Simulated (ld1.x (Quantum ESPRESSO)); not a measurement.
## Before and after: ultrasoft potential for palladium (Pd)

ld1.x (Quantum ESPRESSO) 7.5 input, shortened:

```
&input
   title='Pd', zed=46., rel=2, dft='BP', iswitch=3,
   config='[Kr] 4d10 5s0 5p0', rel_dist='average'
 /
 &inputp
   pseudotype=3, tm=.true., lloc=-2, rcloc=2.75,
   nlcc=.false.,
   which_augfun='PSQ', rmatch_augfun=1.25
 /
6
5S  1  0   0.00   0.00  2.25  3.05  0.0
5S  1  0   0.00   0.80  2.25  3.05  0.0
5P  2  1   0.00   0.00  3.50  4.30  0.0
5P  2  1   0.00   0.70  3.50  4.30  0.0
4D  3  2  10.00   0.00  1.40  1.50  0.0
4D  3  2   0.00   1.20  1.40  1.50  0.0
 &test
   configts(1)='4d10 5s0 5p0'
 /
```

Open shells are filled in proportion to 2j + 1 (rel_dist='average').

All-electron outer shells of the reference configuration (BP86, scalar-relativistic, ld1.x):

| shell | level (eV) | outermost node (bohr) | outermost maximum (bohr) |
| --- | --- | --- | --- |
| 4s | -85.50 | 0.45 | 0.85 |
| 4p | -51.34 | 0.46 | 0.91 |
| 4d | -4.19 | 0.45 | 1.10 |
| 5s | -3.45 | 1.15 | 2.67 |
| 5p | -0.30 | 1.32 | 4.19 |

Change: functional PBE.

Cutoffs: the cutoffs (Ry, on a coarse ladder) from which the occupation-weighted sum of valence levels, in a spherical-Bessel basis at the reference potential, stays within 10 and 1 mRy of its value at 400 Ry; they do not see the model core or the augmentation charge, which bear on the density cutoff. Errors are all-electron minus pseudo energies relative to the spin-unpolarised reference configuration.

Problem. What does the change do?

Solution. The potential gets neither clearly harder nor softer (50 Ry and 90 Ry → 50 Ry and 90 Ry); of the 7 tests that both files solve, the error grows in 0 and shrinks in 3 by more than 15 % and 0.3 meV (median size 60.5 → 44.6 meV); neither file shows a bound ghost.

| quantity | base | changed |
| --- | --- | --- |
| cutoff, loose | 50 Ry | 50 Ry |
| cutoff, tight | 90 Ry | 90 Ry |
| bound ghosts | none | none |
| error for 4d9 5s0 5p0, meV [ΔE 9.25 → 9.12 eV] | -6.8 | +0.2 |
| error for 4d8 5s0 5p0, meV [ΔE 30.17 → 29.94 eV] | -72 | -45 |
| error for 4d7 5s0 5p0, meV [ΔE 64.62 → 64.30 eV] | -296 | -242 |
| error for 4d9 5s0 5p1, meV [ΔE 5.28 → 5.24 eV] | -7.5 | -7.0 |
| error for 4d8 5s1 5p0, meV [ΔE 13.75 → 13.64 eV] | -60 | -66 |
| error for 4d6 5s0 5p0, meV [ΔE 114.03 → 113.64 eV] | -800 | -719 |
| error for 4d9 5s1 5p0, meV [ΔE 1.48 → 1.50 eV] | -11 | -11 |
| s: phases at 4.67 bohr within 0.05 rad from the reference energy up to (Ry; the scan ends near 5) | 3.1 | 3.1 |
| p1/2: phases at 4.67 bohr within 0.05 rad from the reference energy up to (Ry; the scan ends near 5) | 1.1 | 1.1 |
| p3/2: phases at 4.67 bohr within 0.05 rad from the reference energy up to (Ry; the scan ends near 5) | 1.3 | 1.3 |
| d3/2: phases at 4.67 bohr within 0.05 rad from the reference energy up to (Ry; the scan ends near 5) | to the end of the scan | to the end of the scan |
| d5/2: phases at 4.67 bohr within 0.05 rad from the reference energy up to (Ry; the scan ends near 5) | to the end of the scan | to the end of the scan |
| lowest overlap eigenvalue by channel | s 0.41, p1/2 0.62, p3/2 0.66, d3/2 1.00, d5/2 0.99 | s 0.41, p1/2 0.53, p3/2 0.66, d3/2 1.00, d5/2 0.99 |
